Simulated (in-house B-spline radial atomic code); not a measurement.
# Ionising the magnesium ion Mg⁶⁺ with different functionals

Computed with an all-electron radial atomic-structure program (B-spline basis): non-relativistic Hamiltonian, point nucleus, spin-polarised at highest spin, spherical fractional occupations for the functionals, the average over the highest-spin determinants for Hartree-Fock. The ionisation energy is the difference of two self-consistent energies, [He] 2s2 2p2 → [He] 2s2 2p1, without Breit or QED terms; ε is the level of the shell that loses the electron (its least bound occupied spin orbital).

Hybrids are left out here: with spherical fractional occupations of an open shell their exact exchange keeps a self-interaction that integer-occupation calculations don't have.

```json
{"method": "Hartree-Fock", "rung": "Hartree-Fock", "ΔSCF (eV)": "225.01", "-ε(2p) (eV)": "226.10"}
{"method": "LDA VWN5", "rung": "LDA", "ΔSCF (eV)": "225.80", "-ε(2p) (eV)": "206.20"}
{"method": "LDA PW92", "rung": "LDA", "ΔSCF (eV)": "225.78", "-ε(2p) (eV)": "206.19"}
{"method": "LDA exchange-only", "rung": "LDA", "ΔSCF (eV)": "224.04", "-ε(2p) (eV)": "204.52"}
{"method": "PBE", "rung": "GGA", "ΔSCF (eV)": "225.91", "-ε(2p) (eV)": "206.32"}
{"method": "PBEsol", "rung": "GGA", "ΔSCF (eV)": "225.61", "-ε(2p) (eV)": "206.06"}
{"method": "BLYP", "rung": "GGA", "ΔSCF (eV)": "226.14", "-ε(2p) (eV)": "206.46"}
{"method": "RPBE", "rung": "GGA", "ΔSCF (eV)": "225.83", "-ε(2p) (eV)": "206.28"}
{"method": "PW91", "rung": "GGA", "ΔSCF (eV)": "226.19", "-ε(2p) (eV)": "206.58"}
{"method": "BP86", "rung": "GGA", "ΔSCF (eV)": "225.96", "-ε(2p) (eV)": "206.36"}
{"method": "AM05", "rung": "GGA", "ΔSCF (eV)": "225.53", "-ε(2p) (eV)": "205.99"}
{"method": "OLYP", "rung": "GGA", "ΔSCF (eV)": "226.41", "-ε(2p) (eV)": "206.96"}
{"method": "TPSS", "rung": "meta-GGA", "ΔSCF (eV)": "226.15", "-ε(2p) (eV)": "206.70"}
{"method": "SCAN", "rung": "meta-GGA", "ΔSCF (eV)": "226.82", "-ε(2p) (eV)": "207.83"}
{"method": "r2SCAN", "rung": "meta-GGA", "ΔSCF (eV)": "226.71", "-ε(2p) (eV)": "207.70"}
{"method": "M06-L", "rung": "meta-GGA", "ΔSCF (eV)": "226.48", "-ε(2p) (eV)": "207.59"}
{"method": "revTPSS", "rung": "meta-GGA", "ΔSCF (eV)": "225.79", "-ε(2p) (eV)": "206.38"}
```

(1) How do they compare with the NIST value?

Results:

(1) NIST lists 225.02 eV ± 0.06 (semi-empirical, ground level to ground level). Errors run from -0.98 to +1.80 eV; Hartree-Fock is closest (-0.01 eV), but part of that can be cancellation, since the calculations leave out relativity, Breit-QED terms, multiplet and fine-structure energies. Hartree-Fock also lacks correlation.
